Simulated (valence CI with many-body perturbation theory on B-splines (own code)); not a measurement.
Au72+: calculated level list

Computed by configuration interaction combined with many-body perturbation theory (CI+MBPT): five valence electrons over a frozen Dirac-Fock core [He], radial functions for each j: 9 s, 9 p, 8 d, 6 f, 3 g, 1 h, with the one-electron correlation potential Σ1, the two-electron term Σ2, the three-electron term Σ3, Breit, model QED; selected CI, second order for the rest, scaled by the run's own slope (own B-spline code, finite nucleus).

The last digits are not significant, and no measured levels were compared; by estimate large intervals hold to a few tenths of a per cent, small ones and those within an open d or f shell to about a per cent. Among the levels kept, up to 3600 cm⁻¹ of a level comes from second order outside the variational space, and about a tenth of that is noise between levels of different J, which matters for small intervals.

Levels 1 to 45 of 51, with energies above the lowest level, (2s^2 2p1/2^2 2p3/2) J=3/2. "Leading %" is the weight of the configuration and term that name the level; weights of strongly mixed levels are sums over their largest components and can fall short, so below about 35 % the name and the second component can differ from the true leading terms, or belong to a minority configuration. In the jj column 3d3/2^4 stands for four electrons in 3d with j = 3/2. Lifetimes count E1, E2, E3, M1 and M2 decay at the calculated energies, and are blank where another channel may lead or the interval is too uncertain; long ones can be off by a factor of two.

```tsv
No.	Configuration	Term	J	E (eV)	Leading %	Lifetime	g	Second component	Leading jj
1	2s2 2p3	2P°	3/2	0	49		1.304	27 % 2s2 2p3 2D°	2s^2 2p1/2^2 2p3/2 (100 %)
2	2s2 2p3	4S°	3/2	1887	56	16.2 ps	1.429	44 % 2s2 2p3 2D°	2s^2 2p1/2 2p3/2^2 (100 %)
3	2s2 2p3	2D°	5/2	1911	100	93.7 ps	1.156		2s^2 2p1/2 2p3/2^2 (100 %)
4	2s2 2p3	2P°	1/2	1970	100	29.6 ps	0.607		2s^2 2p1/2 2p3/2^2 (100 %)
5	2s 2p4	4P	5/2	2273	69	177 fs	1.434	31 % 2s 2p4 2D	2s 2p1/2^2 2p3/2^2 (100 %)
6	2s 2p4	2S	1/2	2389	65	49.7 fs	1.978	25 % 2s 2p4 4P	2s 2p1/2^2 2p3/2^2 (100 %)
7	2s 2p4	2P	3/2	2390	52	26.4 fs	1.164	34 % 2s 2p4 2D	2s 2p1/2^2 2p3/2^2 (100 %)
8	2s2 2p3	2P°	3/2	3862	51	4.79 ps	1.283	28 % 2s2 2p3 2D°	2s^2 2p3/2^3 (99 %)
9	2s 2p4	4P	3/2	4191	86	54.2 fs	1.584	10 % 2s 2p4 2D	2s 2p1/2 2p3/2^3 (100 %)
10	2s 2p4	2D	5/2	4233	69	54.3 fs	1.276	31 % 2s 2p4 4P	2s 2p1/2 2p3/2^3 (100 %)
11	2s 2p4	2P	1/2	4307	65	21.8 fs	1.333	35 % 2s 2p4 4P	2s 2p1/2 2p3/2^3 (100 %)
12	2s 2p4	2D	3/2	4314	56	22.1 fs	0.996	43 % 2s 2p4 2P	2s 2p1/2 2p3/2^3 (100 %)
13	2p5	2P°	3/2	4739	99	18.1 fs	1.293		2p1/2^2 2p3/2^3 (99 %)
14	2s 2p4	4P	1/2	6216	40	25.8 fs	1.885	34 % 2s 2p4 2S	2s 2p3/2^4 (100 %)
15	2p5	2P°	1/2	6660	100	13.5 fs	0.607		2p1/2 2p3/2^4 (100 %)
16	2s2 2p2 3s	4P	1/2	10042	46	3.18 fs	1.985	32 % 2s2 2p2 3s 2S	2s^2 2p1/2^2 3s (100 %)
17	2s2 2p2 3p	2P°	1/2	10159	47	230 fs	0.641	38 % 2s2 2p2 3p 4D°	2s^2 2p1/2^2 3p1/2 (100 %)
18	2s2 2p2 3p	2P°	3/2	10732	35	190 fs	1.318	20 % 2s2 2p2 3p 4D°	2s^2 2p1/2^2 3p3/2 (100 %)
19	2s2 2p2 3d	2D	3/2	10830	43	2.94 fs	0.780	32 % 2s2 2p2 3d 4F	2s^2 2p1/2^2 3d3/2 (100 %)
20	2s2 2p2 3d	2D	5/2	10983	37	522 as	1.185	18 % 2s2 2p2 3d 4D	2s^2 2p1/2^2 3d5/2 (100 %)
21	2s2 2p2 3s	4P	3/2	11949	88	5.00 fs	1.647	10 % 2s2 2p2 3s 2P	2s^2 2p1/2 2p3/2 3s (100 %)
22	2s2 2p2 3s	2P	1/2	11960	67	2.28 fs	1.288	33 % 2s2 2p2 3s 4P	2s^2 2p1/2 2p3/2 3s (100 %)
23	2s2 2p2 3s	2D	5/2	11968	65	4.48 fs	1.297	34 % 2s2 2p2 3s 4P	2s^2 2p1/2 2p3/2 3s (100 %)
24	2s2 2p2 3s	2D	3/2	11976	64	2.42 fs	0.943	35 % 2s2 2p2 3s 2P	2s^2 2p1/2 2p3/2 3s (100 %)
25	2s2 2p2 3p	4P°	1/2	12064	49	366 fs	1.726	28 % 2s2 2p2 3p 4D°	2s^2 2p1/2 2p3/2 3p1/2 (100 %)
26	2s2 2p2 3p	4D°	3/2	12070	55	309 fs	1.119	23 % 2s2 2p2 3p 2D°	2s^2 2p1/2 2p3/2 3p1/2 (100 %)
27	2s2 2p2 3p	2F°	5/2	12083	50	241 fs	1.033	30 % 2s2 2p2 3p 2D°	2s^2 2p1/2 2p3/2 3p1/2 (100 %)
28	2s2 2p2 3p	2P°	3/2	12131	43	157 fs	1.295	25 % 2s2 2p2 3p 2D°	2s^2 2p1/2 2p3/2 3p1/2 (99 %)
29	2s 2p3 3s	4P°	5/2	12289	49	6.28 fs	1.578	25 % 2s 2p3 3s 6S°	2s 2p1/2^2 2p3/2 3s (99 %)
30	2s 2p3 3s	2P°	3/2	12321	35	2.69 fs	1.412	24 % 2s 2p3 3s 4S°	2s 2p1/2^2 2p3/2 3s (99 %)
31	2s 2p3 3s	2P°	1/2	12394	43	2.51 fs	0.824	30 % 2s 2p3 3s 4D°	2s 2p1/2^2 2p3/2 3s (99 %)
32	2s 2p3 3s	2P°	3/2	12405	39	5.39 fs	1.366	20 % 2s 2p3 3s 4S°	2s 2p1/2^2 2p3/2 3s (99 %)
33	2s 2p3 3p	4P	3/2	12417	30	3.73 fs	1.645	20 % 2s 2p3 3p 6P	2s 2p1/2^2 2p3/2 3p1/2 (100 %)
34	2s 2p3 3p	2D	5/2	12417	26	1.46 fs	1.316	19 % 2s 2p3 3p 4D	2s 2p1/2^2 2p3/2 3p1/2 (100 %)
35	2s 2p3 3p	2P	1/2	12512	36	1.38 fs	1.257	18 % 2s 2p3 3p 4P	2s 2p1/2^2 2p3/2 3p1/2 (99 %)
36	2s 2p3 3p	2D	3/2	12513	36	2.07 fs	0.956	21 % 2s 2p3 3p 4F	2s 2p1/2^2 2p3/2 3p1/2 (100 %)
37	2s2 2p2 3p	4D°	5/2	12628	52	163 fs	1.402	34 % 2s2 2p2 3p 4P°	2s^2 2p1/2 2p3/2 3p3/2 (100 %)
38	2s2 2p2 3p	2P°	1/2	12632	37	118 fs	1.548	30 % 2s2 2p2 3p 4P°	2s^2 2p1/2 2p3/2 3p3/2 (99 %)
39	2s2 2p2 3p	2D°	3/2	12637	53	144 fs	1.114	20 % 2s2 2p2 3p 4P°	2s^2 2p1/2 2p3/2 3p3/2 (100 %)
40	2s2 2p2 3p	2F°	7/2	12643	65	153 fs	1.208	35 % 2s2 2p2 3p 4D°	2s^2 2p1/2 2p3/2 3p3/2 (100 %)
41	2s2 2p2 3p	4S°	3/2	12667	33	186 fs	1.407	29 % 2s2 2p2 3p 2P°	2s^2 2p1/2 2p3/2 3p3/2 (99 %)
42	2s2 2p2 3p	2D°	5/2	12675	67	153 fs	1.168	15 % 2s2 2p2 3p 2F°	2s^2 2p1/2 2p3/2 3p3/2 (100 %)
43	2s2 2p2 3p	2P°	1/2	12701	87	98.1 fs	0.618	8 % 2s2 2p2 3p 4D°	2s^2 2p1/2 2p3/2 3p3/2 (100 %)
44	2s2 2p2 3d	4F	3/2	12740	43	1.50 fs	0.917	26 % 2s2 2p2 3d 2P	2s^2 2p1/2 2p3/2 3d3/2 (100 %)
45	2s2 2p2 3d	4F	5/2	12741	52	4.05 fs	0.949	38 % 2s2 2p2 3d 2F	2s^2 2p1/2 2p3/2 3d3/2 (100 %)
```

The ionisation energy to 2s2 2p2 3P_0 of the next ion comes out as 19155 eV (NIST: 19150 ± 70 eV (theoretical)). All 51 levels together are meant to be complete up to 12890 eV.
